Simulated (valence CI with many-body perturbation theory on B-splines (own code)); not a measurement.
# Hyperfine factors and g values of Yb⁴⁶⁺

Computed by configuration interaction combined with many-body perturbation theory (CI+MBPT): six valence electrons over a frozen Dirac-Fock core [Ar], radial functions for each j: 7 s, 7 p, 8 d, 6 f, 4 g, 1 h, with the one-electron correlation potential Σ1, the two-electron term Σ2, the three-electron term Σ3, Breit, model QED; selected CI, second order for the rest, scaled by the run's own slope (own B-spline code, finite nucleus).

No measured spectrum was set against this ion. As an estimate, large intervals hold to a few tenths of a per cent, small ones and those within an open d or f shell to about a per cent. Core correlation moves these levels by up to 13000 cm⁻¹, and in measured spectra 5 to 20 % of such shifts remained as error; rates that hang on mixing are uncertain with them. Among the levels kept, up to 1000 cm⁻¹ of a level comes from second order outside the variational space, and about a tenth of that is noise between levels of different J, which matters for small intervals. Only levels of the ground parity were solved; by the run's estimate the other parity begins above the list, which can be wrong where configurations are misplaced.

A/g_I is the dipole constant over the nuclear g factor μ/I (μ in nuclear magnetons, uniformly magnetised nucleus), B/Q the quadrupole constant per barn. Both hold the static response of the core; the bare values leave it out. Large factors of s and p1/2 electrons are usually good to 5 to 10 %; those of open d and f shells near neutrality can be off by tens of per cent, and small factors of p3/2, d and f electrons come from cancelling terms and can be off by a factor of two or in sign, in half-filled shells by more. B is blank for J = 1/2, where it vanishes, and for nearly pure S terms. Energies count from the lowest level. Levels with J = 0 are left out.

Levels are named by their leading jj configuration (3d3/2^4 stands for four electrons in 3d with j = 3/2), which in mixed levels can hold well under half, so a name can repeat and another be missing. Letters in brackets count levels of one name in rising energy.

| Level | E (cm⁻¹) | g | A/g_I (MHz) | A/g_I bare | B/Q (MHz/b) | B/Q bare |
| --- | --- | --- | --- | --- | --- | --- |
| (3d3/2^4 3d5/2^2) J=4 | 0 | 1.253 | 30000 | 30800 | 54000 | 54600 |
| (3d3/2^4 3d5/2^2) J=2 | 56661 | 1.278 | 29400 | 30300 | -30200 | -30500 |
| (3d3/2^3 3d5/2^3) J=3 [a] | 377550 | 1.354 | 18500 | 19500 | 3960 | 3960 |
| (3d3/2^3 3d5/2^3) J=4 [a] | 392160 | 1.171 | 32600 | 33200 | 45400 | 46000 |
| (3d3/2^3 3d5/2^3) J=1 [a] | 413380 | 1.298 | 29800 | 30700 | -20600 | -20800 |
| (3d3/2^3 3d5/2^3) J=6 | 451140 | 1.103 | 43800 | 44200 | -50600 | -51300 |
| (3d3/2^3 3d5/2^3) J=5 | 451240 | 1.125 | 39300 | 39800 | 25500 | 25800 |
| (3d3/2^3 3d5/2^3) J=2 [a] | 500580 | 0.969 | 53600 | 53700 | -40000 | -40500 |
| (3d3/2^3 3d5/2^3) J=3 [b] | 510980 | 1.057 | 47600 | 47900 | 15700 | 15800 |
| (3d3/2^3 3d5/2^3) J=4 [b] | 610890 | 1.044 | 49100 | 49300 | -37600 | -38100 |
| (3d3/2^3 3d5/2^3) J=2 [b] | 613310 | 1.114 | 41400 | 41800 | 68500 | 69300 |
| (3d3/2^3 3d5/2^3) J=1 [b] | 616510 | 1.167 | 24100 | 24600 | 41000 | 41500 |
| (3d3/2^3 3d5/2^3) J=3 [c] | 633520 | 1.059 | 48400 | 48700 | -64500 | -65200 |
| (3d3/2^2 3d5/2^4) J=2 [a] | 800490 | 1.439 | 4590 | 5820 | -11800 | -11900 |
| (3d3/2^2 3d5/2^4) J=4 [a] | 847440 | 1.093 | 41800 | 42200 | 8450 | 8630 |
| (3d3/2^2 3d5/2^4) J=3 [a] | 873640 | 1.202 | 29300 | 29900 | -23900 | -24200 |
| (3d3/2^2 3d5/2^4) J=5 | 878190 | 1.089 | 44800 | 45200 | -38700 | -39100 |
| (3d3/2^2 3d5/2^4) J=6 | 904140 | 1.044 | 48600 | 48900 | -55500 | -56100 |
| (3d3/2^2 3d5/2^4) J=3 [b] | 926890 | 0.960 | 56000 | 56100 | 1690 | 1720 |
| (3d3/2^2 3d5/2^4) J=1 | 950090 | 1.007 | 53700 | 53800 | -19000 | -19200 |
| (3d3/2^2 3d5/2^4) J=4 [b] | 964060 | 1.045 | 50400 | 50600 | -267 | -310 |
| (3d3/2^2 3d5/2^4) J=2 [b] | 972630 | 1.046 | 48900 | 49200 | -36400 | -36800 |
| (3d3/2^2 3d5/2^4) J=2 [c] | 1057800 | 0.864 | 66200 | 66000 | -3790 | -3800 |
| (3d3/2^2 3d5/2^4) J=4 [c] | 1090700 | 1.152 | 36000 | 36500 | -57700 | -58300 |
| (3d3/2^2 3d5/2^4) J=2 [d] | 1227200 | 1.019 | 50100 | 50200 | 63600 | 64300 |
| (3d3/2 3d5/2^5) J=1 | 1270600 | 1.492 | -5590 | -4230 | -11800 | -12000 |
| (3d3/2 3d5/2^5) J=4 | 1365800 | 1.023 | 50600 | 50800 | -23600 | -23800 |
| (3d3/2 3d5/2^5) J=2 | 1410800 | 1.192 | 34400 | 35000 | -66900 | -67700 |
| (3d3/2 3d5/2^5) J=3 | 1426100 | 1.060 | 46400 | 46700 | -61000 | -61700 |

Question: Take the isotope of mass number 171, with I = 1/2, μ = 0.4923 μN. What is the hyperfine structure of (3d3/2^3 3d5/2^3) J=3 [a]?

Answer: From the table A = 18200 MHz. Shifts from the centre of gravity in MHz: F = 5/2: -36400, F = 7/2: 27300.
